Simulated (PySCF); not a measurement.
**Fine-structure interval of Bi²⁺ by level of theory**

Bi²⁺ [Xe] 4f14 5d10 6s2 6p1 [6p1/2^1, M_J = 1/2] → Bi²⁺ [Xe] 4f14 5d10 6s2 6p1 [6p3/2^1, M_J = 3/2], as a difference of total energies. Computed with PySCF 2.14 in x2c-QZVPPall-2c, with the two-component X2C-1e Hamiltonian. Correlated levels: [Kr] 4d10 4f14 frozen; the 58 highest virtual spinors dropped. "Screened" scales the spin-orbit matrix elements by Boettger's factors to mimic the two-electron term; Breit and QED terms are absent.

```
                    method  fine-structure interval (cm⁻¹)
 GHF (screened spin-orbit)                           21633
GMP2 (screened spin-orbit)                           20275
     GHF (bare spin-orbit)                           22185
```
